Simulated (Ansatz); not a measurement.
ZnMe2 (C₂H₆Zn), 9 atoms. Hardware: 4 threads of Arm Neoverse V1 on a shared host.

The 6-31G sets use Cartesian d functions.

Problem. How many basis functions does each of these Ansatz runs have, and roughly what does it cost? PBE0-D4/def2-SVP, charge 1 doublet at the geometry of the charge 0 singlet, energy with a search over starts; PBE-D4/def2-TZVP, charge 0 triplet at the geometry of the charge 0 singlet, energy, from earlier orbitals; PBE0-D4/def2-SVP, charge 0 singlet, energy, from earlier orbitals; PBE-D4/def2-SVP, charge 0 singlet, energy, from earlier orbitals; ωB97X-V/def2-TZVP, charge 0 singlet, energy, from earlier orbitals; r2SCANh-D4/def2-TZVP, charge 0 singlet, energy, from earlier orbitals; r2SCAN-D4/def2-TZVP, charge 0 singlet, energy and forces, from earlier orbitals; HF/6-31G, charge 0 singlet, energy; r2SCAN-D4/def2-TZVP, charge 0 singlet, frequencies; r2SCAN-D4/def2-TZVPD, charge -1 doublet at the geometry of the charge 0 singlet, energy, from earlier orbitals; r2SCAN-D4/def2-TZVP, charge 0 triplet at the geometry of the charge 0 singlet, energy, from earlier orbitals; B97M-V/def2-TZVP, charge 0 singlet, energy, from earlier orbitals.

Solution. Other jobs shared the machine, so times can vary by a factor of up to 3. A dash marks memory too small to be measured apart from the calling script's.

| run | functions | fitting or Cholesky vectors | wall time | peak host memory (GiB) |
| --- | --- | --- | --- | --- |
| HF/6-31G, charge 0 singlet, energy | 59 | 733 | 0.25 s | – |
| PBE-D4/def2-SVP, charge 0 singlet, energy, from earlier orbitals | 89 | 1022 | 0.65 s | – |
| PBE0-D4/def2-SVP, charge 0 singlet, energy, from earlier orbitals | 89 | 905 | 0.9 s | – |
| PBE0-D4/def2-SVP, charge 1 doublet at the geometry of the charge 0 singlet, energy with a search over starts | 89 | 905 | 1.5 s | – |
| r2SCANh-D4/def2-TZVP, charge 0 singlet, energy, from earlier orbitals | 146 | 1099 | 2.6 s | – |
| r2SCAN-D4/def2-TZVP, charge 0 singlet, energy and forces, from earlier orbitals | 146 | 1084 | 2.8 s | – |
| ωB97X-V/def2-TZVP, charge 0 singlet, energy, from earlier orbitals | 146 | 1121 | 4.2 s | – |
| B97M-V/def2-TZVP, charge 0 singlet, energy, from earlier orbitals | 146 | 1084 | 4.8 s | – |
| PBE-D4/def2-TZVP, charge 0 triplet at the geometry of the charge 0 singlet, energy, from earlier orbitals | 146 | 1084 | 7.5 s | – |
| r2SCAN-D4/def2-TZVP, charge 0 triplet at the geometry of the charge 0 singlet, energy, from earlier orbitals | 146 | 1084 | 23 s | – |
| r2SCAN-D4/def2-TZVPD, charge -1 doublet at the geometry of the charge 0 singlet, energy, from earlier orbitals | 179 | 1118 | 24 s | – |
| r2SCAN-D4/def2-TZVP, charge 0 singlet, frequencies | 146 | 1084 | 82 s | – |
